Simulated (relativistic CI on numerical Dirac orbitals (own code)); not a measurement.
# Tc⁵⁺: L2,3 absorption edge

Computed with this model: Dirac-Coulomb-Breit CI, KLI orbitals optimised for each configuration, model QED (radiative potential, 1s self-energy scaled to tabulated hydrogen-like ionisation energies), valence Slater integrals scaled by 0.9, multiplet model of core-to-valence dipole absorption; configurations [Kr] 4d2 → [He] 2s2 2p5 3s2 3p6 3d10 4s2 4p6 4d3; 300 K; Lorentzian 1.6 eV and Gaussian 0.5 eV FWHM. Energies are those of the free ion, without screening or charge transfer. The branching ratio is the share of the lower-energy edge in the whole absorption, uncertain by about 0.02 where the edges overlap. S is read from ⟨S²⟩ = S(S + 1).

Field parameters in Wybourne normalisation: D3d B²₀ = −7Dσ, B⁴₀ = −14Dq − 21Dτ, B⁴₃ = −14√(10/7) Dq. The field is a parameter set, without covalency.

free ion: ground-state S = 0.99, centroid 2713.94 eV, branching ratio 0.776. Peaks (eV, height): 2688.0 (100), 2802.5 (17), 2804.8 (19).

D3d, 10Dq = 40400, Dσ = -1200, Dτ = 150 cm⁻¹: ground-state S = 1.00, centroid 2722.73 eV, branching ratio 0.704. Peaks (eV, height): 2685.8 (71), 2690.5 (100), 2800.2 (19), 2802.5 (30), 2805.2 (32), 2806.8 (32).

The statistical ratio of this edge is 2/3 = 0.667. Values above it arise where the holes sit mainly in the j = l + 1/2 valence subshell or the ground state has high spin; values below it where core-valence Coulomb terms move weight to the upper edge, as in nearly empty shells. At deep edges of heavy elements the radial integrals of the two core levels differ, which raises the baseline.

Strongest unbroadened transitions for free ion:

```
Energy (eV)  Relative strength
    2685.78               16.1
    2685.92               15.3
    2686.03                9.8
    2686.53               26.5
    2687.78               18.0
    2687.87              100.0
    2687.94               28.9
    2687.95               25.8
    2688.22               70.3
    2688.40               28.2
    2688.43               79.7
    2688.90               11.8
    2689.05               14.0
    2802.01               26.4
    2802.51               20.5
    2804.49               10.4
    2804.69               13.1
    2804.73               21.0
```
